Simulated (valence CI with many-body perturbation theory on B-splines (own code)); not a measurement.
P XI: calculated level list

Method: relativistic CI+MBPT: three valence electrons over a frozen Dirac-Fock core [He], radial functions for each j: 11 s, 11 p, 10 d, 8 f, 5 g, 2 h, with the one-electron correlation potential Σ1 (screened to all orders), the two-electron term Σ2, the three-electron term Σ3, Breit, model QED; selected single and double excitations, second order for the rest, scaled by the run's own slope (own B-spline code, finite nucleus).

No measured levels were compared; by estimate levels of excited configurations hold to 0.05 to 0.15 % of their energy, terms of the ground configuration to about 0.5 %.

Levels 1 to 45 of 192, with energies above the lowest level, 2s²2p ²P°_1/2. "Leading %" is the weight of the configuration and term that name the level; weights of strongly mixed levels are sums over their largest components and can fall short. Lifetimes count E1, E2, E3, M1 and M2 decay at the calculated energies, and are blank where another channel may lead or the interval is too uncertain; long ones can be off by a factor of two.

```
No.  Configuration  Term    J  E (cm⁻¹)  Leading %  Lifetime  Second component
  1          2s²2p   ²P°  1/2         0         97                            
  2          2s²2p   ²P°  3/2      9700         97    121 ms                  
  3          2s2p²    ⁴P  1/2    177020        100   1.04 μs                  
  4          2s2p²    ⁴P  3/2    180510        100   7.69 μs                  
  5          2s2p²    ⁴P  5/2    185460        100   2.20 μs                  
  6          2s2p²    ²D  3/2    316920        100    399 ps                  
  7          2s2p²    ²D  5/2    317020        100    439 ps                  
  8          2s2p²    ²S  1/2    403590         94   96.0 ps      5 % 2s2p² ²P
  9          2s2p²    ²P  1/2    427140         94   54.2 ps      5 % 2s2p² ²S
 10          2s2p²    ²P  3/2    432380         99   52.4 ps                  
 11            2p³   ⁴S°  3/2    558880        100   57.6 ps                  
 12            2p³   ²D°  3/2    632090         99    161 ps                  
 13            2p³   ²D°  5/2    632280        100    160 ps                  
 14            2p³   ²P°  1/2    709900         97   68.0 ps                  
 15            2p³   ²P°  3/2    710970         96   68.7 ps                  
 16          2s²3s    ²S  1/2   2174000         93   4.41 ps      5 % 2p²3s ²S
 17          2s²3p   ²P°  1/2   2262500         90   48.4 ps     5 % 2p²3p ²P°
 18          2s²3p   ²P°  3/2   2265200         90   48.2 ps     5 % 2p²3p ²P°
 19          2s²3d    ²D  3/2   2347600         94    719 fs      5 % 2p²3d ²D
 20          2s²3d    ²D  5/2   2348300         94    725 fs      5 % 2p²3d ²D
 21         2s2p3s   ⁴P°  1/2   2359900         98   3.72 ps                  
 22         2s2p3s   ⁴P°  3/2   2363000         98   3.70 ps                  
 23         2s2p3s   ⁴P°  5/2   2369000         98   3.65 ps                  
 24         2s2p3s   ²P°  1/2   2402500         95   4.91 ps                  
 25         2s2p3s   ²P°  3/2   2409000         94   4.66 ps                  
 26         2s2p3p    ⁴D  1/2   2438700         52   3.87 ps    45 % 2s2p3p ²P
 27         2s2p3p    ⁴D  3/2   2441600         56   4.32 ps    41 % 2s2p3p ²P
 28         2s2p3p    ²P  1/2   2444400         50   3.40 ps    47 % 2s2p3p ⁴D
 29         2s2p3p    ²P  3/2   2445700         51   3.36 ps    43 % 2s2p3p ⁴D
 30         2s2p3p    ⁴D  5/2   2446900         99   1.91 ns                  
 31         2s2p3p    ⁴D  7/2   2452200         99   2.11 ns                  
 32         2s2p3p    ⁴S  3/2   2463200         94   70.4 ps                  
 33         2s2p3p    ⁴P  1/2   2473400         98    236 ps                  
 34         2s2p3p    ⁴P  3/2   2476400         94    200 ps     4 % 2s2p3p ⁴S
 35         2s2p3p    ⁴P  5/2   2479000         96   68.4 ps                  
 36         2s2p3p    ²D  3/2   2484900         97   1.64 ps                  
 37         2s2p3p    ²D  5/2   2491100         96   1.67 ps                  
 38         2s2p3d   ⁴F°  3/2   2512800         98   53.8 ps                  
 39         2s2p3d   ⁴F°  5/2   2514600         98   30.9 ps                  
 40         2s2p3p    ²S  1/2   2515300         98   1.53 ps                  
 41         2s2p3d   ⁴F°  7/2   2517500         98   26.1 ps                  
 42         2s2p3d   ⁴F°  9/2   2521600        100   5.06 ns                  
 43         2s2p3d   ⁴D°  1/2   2535000         96    470 fs                  
 44         2s2p3d   ⁴D°  3/2   2535200         86    504 fs    7 % 2s2p3d ⁴P°
 45         2s2p3d   ⁴D°  5/2   2535600         65    579 fs   16 % 2s2p3d ⁴P°
```

Names give the largest LS component (configuration and term), which can be under half, so a name can repeat, a term be missing and a line seem to break the LS rules; names also repeat where a configuration has a term twice.

The ionisation energy to 2s² ¹S0 of the next ion comes out as 479.4 eV (NIST: 479.44 ± 0.05 eV (semi-empirical)). All 192 levels together are meant to be complete up to 3327300 cm⁻¹.
